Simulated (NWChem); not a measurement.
Volume series of Si (diamond structure): lattice constant and bulk modulus

All runs are NWChem calculations. Level: LDA (Vosko), default library pseudopotentials (valence charges Si 4), cutoff 15 Ha, shifted 6×6×6 mesh, two-atom cell, no spin-orbit coupling. The cell is scaled uniformly; the run nearest the minimum isn't listed, and energies count from the lowest row shown.

| volume (Å³/cell) | E (meV/atom) |
|---|---|
| 36.64 | 21.0 |
| 37.42 | 7.7 |
| 38.20 | 0.1 |
| 39.75 | 0.0 |
| 40.53 | 6.4 |
| 41.31 | ? |

Fit the energy as a cubic in V^(−2/3), give the equilibrium lattice constant and bulk modulus, and predict the withheld row.

The minimum lies at V₀ = 38.97 Å³, so a₀ = (4V₀)^(1/3) = 5.382 Å, and B₀ = V·d²E/dV² ≈ 95 GPa. The fit predicts 16.6 meV/atom at 41.31 Å³; the run gave 16.7.
